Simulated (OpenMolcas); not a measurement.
## OpenMolcas input wanted

The species is SiHCl2O2 (6 atoms), meant as a doublet with charge 0. SMILES: `[O][Si](O)(Cl)Cl`. The shape is that of a PBE0-D4/def2-TZVP optimisation. This is one conformer, not always the lowest.

| atom | x (Å) | y (Å) | z (Å) |
| --- | --- | --- | --- |
| O | -1.2261 | 0.1809 | 1.2116 |
| Si | -0.2709 | 0.0412 | -0.1237 |
| O | 1.0519 | -0.8558 | 0.1149 |
| Cl | -1.2184 | -0.7892 | -1.6960 |
| Cl | 0.1114 | 2.0120 | -0.4342 |
| H | 1.5941 | -0.6532 | 0.8812 |

Settings wanted:

| Setting | Value |
| --- | --- |
| method | DFT |
| reference | UKS |
| integral approximation | none |
| basis set | cc-pVDZ |
| task | gradient |
| functional | SVWN5 |
| dispersion | none |
| nucleus | point |
| integration grid | UltraFine |
| SCF convergence threshold | 1e-10 |

Give an OpenMolcas 26.06 job that does this.

One that was run (others would do as well):

run.input:
```
&GATEWAY
BasLib
$CurrDir
Coord
6
angstrom
O       -1.226100       0.180900       1.211600
Si      -0.270900       0.041200      -0.123700
O        1.051900      -0.855800       0.114900
Cl      -1.218400      -0.789200      -1.696000
Cl       0.111400       2.012000      -0.434200
H        1.594100      -0.653200       0.881200
Basis
cc-pVDZ
Group
NoSym
&SEWARD
GridInput
Grid=UltraFine
End of Grid
&SCF
UHF
Spin
2
KSDFT
SVWN5
Thresholds
1e-10 1e-07 1e-07 1e-05
PrOrbitals
1 2
&ALASKA
```

```bash
$ export MOLCAS_MEM=1860
$ pymolcas run.input > run.log
```

(Basis files named in the input come from the Basis Set Exchange and aren't shown.)

Calculated total energy: -1355.86211 Eh, largest force 1.327 eV/Å.
